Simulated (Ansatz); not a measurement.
Start from `[OH][Ti]([OH])([F])[F]` and change one element to get `[OH][Hf]([OH])([F])[F]`.

Ansatz, PBE0-D4/def2-TZVP geometries, multiplicity 1. Each molecule was computed in one conformer, which needn't be the lowest.

Elements past krypton have def2 core potentials. Scalar relativity is left out up to krypton.

```json
{"property": "LUMO energy (PBE0/def2-TZVPP) / eV", "`[OH][Ti]([OH])([F])[F]`": "-2.13"}
{"property": "LUMO energy (B3LYP/def2-TZVPP) / eV", "`[OH][Ti]([OH])([F])[F]`": "-2.46"}
{"property": "HOMO energy (ωB97M-V/def2-TZVPP) / eV", "`[OH][Ti]([OH])([F])[F]`": "-12.39"}
{"property": "HOMO–LUMO gap (PBE/def2-TZVPP) / eV", "`[OH][Ti]([OH])([F])[F]`": "5.07"}
{"property": "size of the dipole moment (ωB97M-V/def2-TZVPP) / D", "`[OH][Ti]([OH])([F])[F]`": "0.62"}
{"property": "size of the dipole moment (B3LYP/def2-TZVPP) / D", "`[OH][Ti]([OH])([F])[F]`": "0.65"}
```

Task: What does the change do to each property? (Estimate.)

Result: Ansatz gave: 
```tsv
property	`[OH][Hf]([OH])([F])[F]`	shift
LUMO energy (PBE0/def2-TZVPP) / eV	-0.35	1.78
LUMO energy (B3LYP/def2-TZVPP) / eV	-0.70	1.76
HOMO energy (ωB97M-V/def2-TZVPP) / eV	-12.03	0.36
HOMO–LUMO gap (PBE/def2-TZVPP) / eV	6.78	1.71
size of the dipole moment (ωB97M-V/def2-TZVPP) / D	3.34	2.72
size of the dipole moment (B3LYP/def2-TZVPP) / D	3.35	2.70
```

With PBE0 the HOMO rises by 0.36 eV and the LUMO rises by 1.78 eV, so the gap widens by about 1.42 eV. PBE moves the HOMO by 0.34 eV and ωB97M-V by 0.36 eV. Dipoles are sizes alone; their direction can turn.

B3LYP here is the variant with VWN-RPA as its local correlation; programs differ in this.
